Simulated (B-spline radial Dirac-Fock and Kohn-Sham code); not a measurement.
**Binding energies of Mo³⁴⁺ at several levels of theory**

System: Mo³⁴⁺ in the configuration [He] 2s2 2p4.

The density-functional columns are spherical, spin-unpolarised Dirac-Kohn-Sham results without Breit or QED terms: −ε is minus the orbital energy of the initial state and ΔSCF the difference of two total energies. The reference in the last column comes from Dirac-Fock energy differences between relaxed states, corrected for Breit and QED terms. All numbers are from a radial finite-basis atomic code, in eV; a selection of levels is shown. For the 1s level of heavy atoms much of the gap between ΔSCF and the reference is the Breit and QED part, -52.2 eV here; for other levels the error of the functional can be larger.

| level | LDA −ε | LDA ΔSCF | Dirac-Fock |
| --- | --- | --- | --- |
| K (1s) | 22065.8 | 22381.2 | 22325.4 |
| L1 (2s) | 4807.1 | 4884.8 | 4894.4 |
| L2,3 (2p) | 4564.0 | 4654.4 | 4649.5 |

Values without a named source are computed, but for edge energies of neutral atoms, which are taken from tables.
